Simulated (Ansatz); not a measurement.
`C[SiH]1C=N1` → 2 C• + 5 H• + N• + Si•  (atomization)

Calculated with Ansatz (gas phase, PBE0-D4/def2-TZVP geometries, no zero-point term in ΔE). CCSD(T)/CBS adds triple-zeta CCSD(T) − MP2 to the extrapolated MP2 energy (def2 sets, frozen cores). This one scheme is used for every species, atoms too. Functionals use def2-TZVPP. HSE06 is defined as in plane-wave codes. No spin–orbit coupling; open shells (•) take unrestricted orbitals. Spin–orbit coupling would lower the free atoms: a little for C, Si.

Question: What is ΔE at CCSD(T)/CBS? (Estimate.)

Answer: Computed: +3368.5 kJ/mol.

Question: What do these levels give: LDA (SPW92), r2SCANh-D4, HSE06-D4, ωB97M-V, revPBE, PBE0, HSE06, MP2/def2-TZVPP, CCSD(T)/def2-TZVPP, MP2/def2-QZVPP, MP2/CBS(def2), CCSD/CBS(def2)? (Estimate.)

Answer: Computed: LDA (SPW92) 3864.1, r2SCANh-D4 3353.8, HSE06-D4 3390.0, ωB97M-V 3391.4, revPBE 3327.7, PBE0 3373.6, HSE06 3377.5, MP2/def2-TZVPP 3324.2, CCSD(T)/def2-TZVPP 3270.9, MP2/def2-QZVPP 3382.7, MP2/CBS(def2) 3421.8, CCSD/CBS(def2) 3307.4 kJ/mol.

Largest T1 diagnostic among the species: 0.014.

The D4 term adds +26.0 kJ/mol with B3LYP and +13.5 kJ/mol with PBE0; it sums over pairs of atoms, weighted by their polarisabilities, and B3LYP, whose exchange is more repulsive, gets the larger term. Leaving LDA and LC-ωPBE aside and taking each functional with its dispersion term where it has one, the values, not all of them listed here, spread over 194.5 kJ/mol, from BHLYP-D4 to PBE-D4. LDA lies +419.4 kJ/mol from PBE without D4, its usual overbinding.

B3LYP here is the variant with VWN-RPA as its local correlation; programs differ in this.

For atomizations the MP2-based limit and the directly extrapolated one differ by several kJ/mol either way, and by 10 to 25 for some Ge, Se and Sn compounds, so smaller differences from it don't rank the levels.
